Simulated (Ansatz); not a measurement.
The cluster FeCl₂, relaxed as a singlet with RKS r2SCAN-D4/def2-TZVP in Ansatz, starting from the GFN2-xTB geometry. Force threshold 0.02 eV/Å.

The restricted singlet is unstable: a solution with broken spin symmetry lies lower. At r2SCAN-D4/def2-TZVP a quintet of charge 0 lies 3.29 eV below the restricted singlet, each at its own geometry. The structure comes from a short search, and lower isomers may exist.

Start:

```tsv
atom	x (Å)	y (Å)	z (Å)
Fe1	0.0008	-0.0007	0.0007
Cl2	-1.0650	-1.5220	-0.5962
Cl3	1.0642	1.5227	0.5955
```

Estimate the energy that the relaxation releases and the steps that it takes.

5.5 kcal/mol, in 3 steps; 8.1 s on 4 threads of Intel Xeon on a shared host. No frequencies were taken in this run, so the end may be a saddle point.

Does the start keep its bonding and symmetry?

By distances, no bond broke or formed. The bond that changes most is Fe1–Cl3, from 1.95 to 2.06 Å (atoms count from 1). Point group D∞h at the start, D∞h at the end, both within 0.05 Å.

Predict the relaxed structure.


Cartesian coordinates in Å:
```
Fe 0.001 -0.001 0.001
Cl -1.124 -1.606 -0.629
Cl 1.123 1.607 0.628
```
Bond lengths: 2 × Cl–Fe 2.06 Å.
